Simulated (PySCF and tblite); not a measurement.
Values are calculated unless marked as measured or tabulated.
C₅H₄N₂OSe, numbered as in [N:1]#[C:2][CH2:3][Se:4][c:5]1[cH:6][n:7][cH:8][o:9]1.

Conformers came from 90 starts (ETKDG and KDG, UFF, GFN2-xTB); geometries are GFN2-xTB. Weights use B3LYP-D3(BJ)/def2-SVP (IEF-PCM, water) energies plus GFN2-xTB zero-point and thermal terms (modes under about 100 cm⁻¹ blended into free rotors). Symmetry numbers and mirror images are counted. Conformers within 3 kcal/mol (GFN2-xTB free energy) were kept, 8 at most. GIAO shieldings: WP04/pcSseg-1 (IEF-PCM, water). Shifts are against TMS (¹H), TMS (¹³C) at the same level. Codes: tblite and PySCF.

Problem. Predict the averaged NMR shifts at 298.15 K.

Solution. ¹H: 8.25 (H8, 1H), 7.87 (H6, 1H), 3.60 (H3, 2H) ppm. ¹³C: 165.5 (C8), 157.1 (C5), 147.5 (C6), 123.8 (C2), 25.6 (C3) ppm.

Problem. How do the conformers differ?

Solution. Torsions listed: C2–C3–Se4–C5, C3–Se4–C5–O9. Of a mirror pair one member is shown.
```json
{"conformer": "1", "shape": "-50°, 81°", "weight %": "96.2"}
{"conformer": "2", "shape": "65°, 176°", "weight %": "3.6"}
{"conformer": "3", "shape": "180°, 0°", "weight %": "0.2"}
```

| signal | 1 | 2 | 3 | average |
| --- | --- | --- | --- | --- |
| H3 | 3.58 | 3.91 | 4.27 | 3.60 |
| H6 | 7.88 | 7.42 | 7.24 | 7.87 |
| H8 | 8.26 | 8.10 | 8.04 | 8.25 |
| C2 | 123.8 | 123.2 | 121.1 | 123.8 |
| C3 | 25.7 | 20.8 | 19.8 | 25.6 |
| C5 | 157.0 | 159.3 | 157.6 | 157.1 |
| C6 | 148.0 | 135.7 | 133.8 | 147.5 |
| C8 | 165.7 | 161.8 | 162.2 | 165.5 |

Problem. Which signal moves most, for its nucleus, between 220 and 380 K through the change of populations alone?

Solution. C6: 147.8 ppm at 220 K, 147.6 ppm at 260 K, 147.5 ppm at 298.15 K, 147.3 ppm at 340 K, 147.1 ppm at 380 K.

The minima are those of GFN2-xTB; planar forms about aryl–S or allylic bonds may be saddles in DFT. Spin–orbit effects of the heavy atoms on shieldings are missing. Shifts are unscaled: against experiment ¹³C can be off by 15 ppm or more and ¹H by 0.8 ppm.
